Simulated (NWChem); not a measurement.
System: HSe$_{2}$F; SMILES F[Se][SeH]

```xyz
4

Se    -0.4065     0.9134    -0.0078
F      1.2053     1.6616    -0.0134
Se     0.0817    -1.3088    -0.0307
H      0.1954    -1.5121     1.4303
```
Atoms are numbered in this order, from 1.

Program: NWChem. Geometry: optimised at PBE0/def2-SVP. Ions are spin-unrestricted doublets at the neutral geometry; other ion states weren't tried. Functional: LC-ωPBE (HJS hole) with def2-SVP; the question gives the range parameter ω in 1/bohr.

Question: What does the run give for range parameter (1/bohr) 0.25? Quantities: vertical ionisation energy, ΔSCF (eV); −ε(HOMO) (eV).

Answer: 
```yaml
vertical ionisation energy, ΔSCF (eV): 9.34
"−ε(HOMO) (eV)": 8.76
```
